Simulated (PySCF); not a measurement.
SMILES C[Si](C)(c1ccccc1F)C (C9H13FSi), GFN2-xTB optimised geometry.

```
24

C     -2.74    -1.86    -0.01
Si    -0.87    -2.23     0.00
C     -0.40    -3.21    -1.57
C     -0.42    -3.20     1.58
C      0.08    -0.59     0.00
C     -0.53     0.66     0.00
C      0.21     1.83     0.00
C      1.59     1.78     0.00
C      2.24     0.56     0.00
C      1.47    -0.59     0.00
F      2.12    -1.78     0.00
H     -3.04    -1.31    -0.90
H     -3.04    -1.29     0.86
H     -3.31    -2.79     0.00
H     -0.94    -4.15    -1.62
H      0.66    -3.44    -1.58
H     -0.63    -2.65    -2.47
H     -0.67    -2.64     2.48
H     -0.94    -4.15     1.62
H      0.65    -3.41     1.61
H     -1.61     0.71     0.00
H     -0.30     2.79     0.00
H      2.17     2.70     0.00
H      3.31     0.49     0.00
```

Density from PBE0/def2-SVP (PySCF) at that geometry.

Minimum of the electron density along straight lines between bonded atoms, close to the bond critical point (lines longer than 1.1 times the sum of covalent radii, or with two minima, are not listed):

```tsv
bond	length / Å	ρ at the minimum / e bohr⁻³	∇²ρ there / e bohr⁻⁵	position (fraction from the first atom)
C1–Si2	1.906	0.110	0.32	0.62
Si2–C3	1.906	0.110	0.31	0.38
Si2–C4	1.906	0.110	0.31	0.38
Si2–C5	1.905	0.107	0.33	0.38
C5–C6	1.391	0.305	-0.76	0.50
C6–C7	1.384	0.312	-0.80	0.50
C7–C8	1.385	0.312	-0.80	0.50
C8–C9	1.384	0.311	-0.79	0.50
C5–C10	1.387	0.313	-0.81	0.47
C9–C10	1.381	0.318	-0.84	0.48
C10–F11	1.357	0.247	0.12	0.33
C1–H12	1.085	0.272	-0.97	0.62
C1–H13	1.086	0.272	-0.97	0.62
C1–H14	1.085	0.272	-0.97	0.62
C3–H15	1.086	0.271	-0.96	0.62
C3–H16	1.085	0.273	-0.98	0.63
C3–H17	1.086	0.271	-0.96	0.62
C4–H18	1.086	0.271	-0.97	0.62
C4–H19	1.086	0.271	-0.96	0.62
C4–H20	1.085	0.273	-0.98	0.63
C6–H21	1.079	0.285	-1.09	0.63
C7–H22	1.080	0.283	-1.07	0.63
C8–H23	1.080	0.284	-1.09	0.63
C9–H24	1.079	0.283	-1.08	0.63
```
